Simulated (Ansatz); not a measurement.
`F[Si]1(Cl)[CH2][AlH]1`. Total charge 0; spin multiplicity 1.

```
atom   x (Å)   y (Å)   z (Å)
  F1   1.215   2.168   0.056
 Si2   0.136   1.035   0.378
 Cl3  -0.329   1.220   2.375
  C4   0.545  -0.730  -0.050
 Al5  -1.249  -0.397  -0.814
  H6   1.130  -0.684  -0.990
  H7   0.982  -1.479   0.609
  H8  -2.431  -1.133  -1.563
```

Q: What are the harmonic wavenumbers in cm⁻¹ at PBE0-D4/def2-TZVP (Ansatz, finite differences of forces, unscaled)? (An estimate is asked.)

A: The calculation gave: 91, 170, 221, 230, 331, 401, 427, 453, 556, 575, 747, 784, 858, 915, 1332, 1935, 2959, 3146.

Q: Is this a minimum?

A: Yes, all 18 modes are real.

Q: Give the ideal-gas thermochemistry at 298.15 K and 1 bar (rigid rotor, harmonic oscillator; point group C1, symmetry number 1).

A: Zero-point energy 96.5 kJ/mol; H(298) − E = 117.7 kJ/mol; entropy 351.3 J/(mol·K), of which translation 169.0, rotation 117.1, vibration 65.2; G(298) − E = 13.0 kJ/mol. Modes under 100 cm⁻¹ are hindered rotations or soft bends, so the harmonic entropy is rough.

Q: And at 400, 500, 600, 800 and 1000 K?

A: 
| T (K) | H − E (kJ/mol) | S (J/mol/K) | G − E (kJ/mol) |
| --- | --- | --- | --- |
| 400 | 129.6 | 385.6 | -24.6 |
| 500 | 142.6 | 414.4 | -64.6 |
| 600 | 156.3 | 439.5 | -107.4 |
| 800 | 185.7 | 481.7 | -199.6 |
| 1000 | 216.8 | 516.4 | -299.5 |
